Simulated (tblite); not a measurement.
Species: C5H9BrGeSi.
Atom-mapped SMILES: `[CH3:1][C:2]#[C:3]/[C:4]([Br:5])=[C:6](\[SiH3:7])[GeH3:8]` (hydrogens: H9, H10, H11 on C1; H12, H13, H14 on Si7; H15, H16, H17 on Ge8)

Structure used (GFN2-xTB), in Å, numbered top down from 1:
```
atom  x, y, z in Å
C1     3.6597   -0.5776    0.1409
C2     2.2243   -0.6844    0.2007
C3     1.0206   -0.7332    0.2459
C4    -0.3713   -0.8685    0.3076
Br5   -0.9681   -2.7035    0.5565
C6    -1.2697    0.1105    0.2143
Si7   -0.6569    1.8814   -0.0263
Ge8   -3.1672   -0.3437    0.3330
H9     3.9526    0.4627    0.0016
H10    4.0406   -1.1698   -0.6910
H11    4.0974   -0.9504    1.0669
H12    0.1093    1.9491   -1.2725
H13   -1.8357    2.7460   -0.0929
H14    0.1920    2.2450    1.1106
H15   -3.5674   -1.2798   -0.7621
H16   -3.4899   -0.9796    1.6473
H17   -3.9773    0.9080    0.2028
```

All values are computed: GFN2-xTB (tblite) harmonic vibrations without scaling, gas phase. Against measured fundamentals such values can be off by several per cent, at times by over 20. Modes of hydrogen on germanium and silicon can be 10 to 20 % off. The optimisation stopped once no atom felt more than 0.01 eV/Å.

Lowest wavenumbers of the output (negative numbers stand for imaginary wavenumbers):
```
mode    cm-1
  1     -31.8
  2      38.9
  3      49.7
  4      58.0
  5     105.9
  6     128.6
  7     145.0
  8     181.5
  9     236.9
 10     247.4
```

Is this structure a minimum?

Not by this Hessian. 1 mode is imaginary beyond 20i (32i cm⁻¹), so at this level the point lies at or near a first-order saddle. The curvature is small, so loose convergence or finite differences may be the whole cause.

Which atoms move in the imaginary mode?

32i: H11 (methyl hydrogen) 33 %, H10 (methyl hydrogen) 33 %, H9 (methyl hydrogen) 33 %. These are shares of the mass-weighted motion.

What is the remedy?

Step along that mode in both directions, optimise again with tighter thresholds and repeat the frequencies. The zero-point energy of this point (65.2 kcal/mol) counts the 44 real modes alone, and thermal corrections from it aren't those of a minimum.
